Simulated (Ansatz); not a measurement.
The same molecule with X = C, Si, Ge, Sn. Ansatz, PBE0-D4/def2-TZVP geometries, multiplicity 1. Each molecule was computed in one conformer, which needn't be the lowest.

Elements past krypton have def2 core potentials. Scalar relativity is left out up to krypton.

```
 X          molecule  mean X–H bond length / Å  mean X–O bond length / Å  HOMO energy (PBE/def2-TZVPP) / eV  HOMO–LUMO gap (PBE0/def2-TZVPP) / eV  HOMO–LUMO gap (B3LYP/def2-TZVPP) / eV
 C             `OCO`                     1.095                     1.396                              -6.56                                  9.38                                   8.72
Ge  `[OH][GeH2][OH]`                     1.534                     1.774                              -7.05                                  9.02                                   8.40
Sn  `[OH][SnH2][OH]`                     1.700                     1.962                              -6.83                                  8.10                                   7.49
```

(1) Give the row for X = Si, `O[SiH2]O`. (Best estimate.)

Results:

(1) Ansatz gave: 
```tsv
X	molecule	mean X–H bond length / Å	mean X–O bond length / Å	HOMO energy (PBE/def2-TZVPP) / eV	HOMO–LUMO gap (PBE0/def2-TZVPP) / eV	HOMO–LUMO gap (B3LYP/def2-TZVPP) / eV
Si	`O[SiH2]O`	1.481	1.642	-7.37	9.39	8.85
```

From C to Sn the mean X–H bond length rises at each step, by 0.605 Å in all; the mean X–O bond length rises at each step, by 0.566 Å in all; the HOMO energy (PBE/def2-TZVPP) isn't monotonic: highest at C, lowest at Si; the HOMO–LUMO gap (PBE0/def2-TZVPP) isn't monotonic: highest at Si, lowest at Sn; the HOMO–LUMO gap (B3LYP/def2-TZVPP) isn't monotonic: highest at Si, lowest at Sn. Bonds lengthen as the atom grows down the group.

B3LYP here is the variant with VWN-RPA as its local correlation; programs differ in this.
